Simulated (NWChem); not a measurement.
Molecule: BeHSCl; SMILES [Cl][Be][SH]

```xyz
4

Be     0.0174    -0.0043     0.0000
Cl    -0.0563    -1.8177     0.0000
S      0.1156     1.8938     0.0000
H     -1.2331     2.0159     0.0000
```
Atoms are numbered in this order, from 1.

Computed with NWChem. Coordinates come from a PBE0/def2-SVP optimisation. B3LYP is NWChem's, with the RPA form of VWN correlation. Static field.

```
level                                                isotropic polarisability (bohr³)  anisotropy (bohr³)
---------------------------------------------------  --------------------------------  ------------------
PBE/Sadlej pVTZ                                                                  53.3                24.6
B3LYP/Sadlej pVTZ                                                                51.6                22.6
LC-BLYP (range parameter 0.33 per bohr)/Sadlej pVTZ                               [?]                 [?]
LDA (Slater exchange, VWN5)/Sadlej pVTZ                                          53.8                25.3
```

**Question.** Fill in the missing entries.

**Answer.** 
- LC-BLYP (range parameter 0.33 per bohr)/Sadlej pVTZ, isotropic polarisability (bohr³): 50.8
- LC-BLYP (range parameter 0.33 per bohr)/Sadlej pVTZ, anisotropy (bohr³): 21.5
